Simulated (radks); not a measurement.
Zr XVII, configuration [Ar] 3d6. Method: Dirac Kohn-Sham, relativistic LDA (MacDonald-Vosko exchange, VWN5 correlation), spin-unpolarised, spherical densities, finite nucleus; open shells fill j = l - 1/2 first; Fermi nuclear charge, rms radius 4.2694 fm; computed with a radial shooting solver on a logarithmic mesh with Libxc functionals.

Spin-orbit splittings of the eigenvalues, e(l+1/2) - e(l-1/2), with zeta = 2 splitting/(2l+1) and mean radii in bohr:

| shell | occ. | splitting (eV) | zeta (eV) | <r> j=l-1/2 | <r> j=l+1/2 |
|---|---|---|---|---|---|
| 2p | 6 | 85.52 | 57.01 | 0.1386 | 0.1429 |
| 3p | 6 | 15.62 | 10.41 | 0.4286 | 0.4371 |
| 3d | 6 | 3.113 | 1.245 | 0.4031 | 0.4057 |
